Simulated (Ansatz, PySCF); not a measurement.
Dimer: HCl (SMILES Cl) (first 2 atoms) with CH4 (SMILES C); geometry from B3LYP-D3(BJ)/def2-TZVP, rigid monomers moved along the line of their centres of mass till H2···C3 is 2.27 Å.
(charge 0, multiplicity 1):
```xyz
7

Cl    -0.4127    -0.3469    -0.4821
H     -0.2910    -0.2431     0.7911
C     -0.0682    -0.0496     3.0376
H     -0.9985     0.4261     2.7275
H      0.0330     0.0415     4.1179
H     -0.0836    -1.1064     2.7711
H      0.7787     0.4424     2.5594
```

Monomers are frozen at their geometry in the pair; levels with a basis set take the counterpoise correction. Rows marked so take none.

Correlated levels freeze the cores. CBS: X⁻³ extrapolation of the correlation energy, Hartree–Fock from the larger set. Rows in 6-31G*, STO-3G carry no dispersion term and start afresh at each structure (6-31G* with six Cartesian d functions).

The values were computed with Ansatz (Gaussian orbitals); PySCF for 6-31G* rows, STO-3G rows, the dispersion terms. Each number belongs to the level named beside it.

| level | interaction energy (kcal/mol) |
|---|---|
| HF/STO-3G (no counterpoise) | 1.72 |
| PBE/def2-TZVPPD | -0.51 |
| B3LYP/6-31G* | 0.44 |
| B3LYP-D3(BJ)/def2-TZVPPD | -0.90 |
| MP2/aug-cc-pV(D+d)Z | -0.33 |
| MP2/CBS(aug-cc-pV(D+d)Z, aug-cc-pV(T+d)Z) | ? |
| CCSD/aug-cc-pV(T+d)Z | -0.36 |
| CCSD(T)/aug-cc-pV(T+d)Z | ? |
| CCSD(T)/CBS(aug-cc-pV(D+d)Z, aug-cc-pV(T+d)Z) | -0.92 |

**Question.** Fill in the missing entries.

**Answer.** 
- MP2/CBS(aug-cc-pV(D+d)Z, aug-cc-pV(T+d)Z), interaction energy (kcal/mol): -1.10
- CCSD(T)/aug-cc-pV(T+d)Z, interaction energy (kcal/mol): -0.70

Ansatz is a quantum-chemistry and plane-wave program.
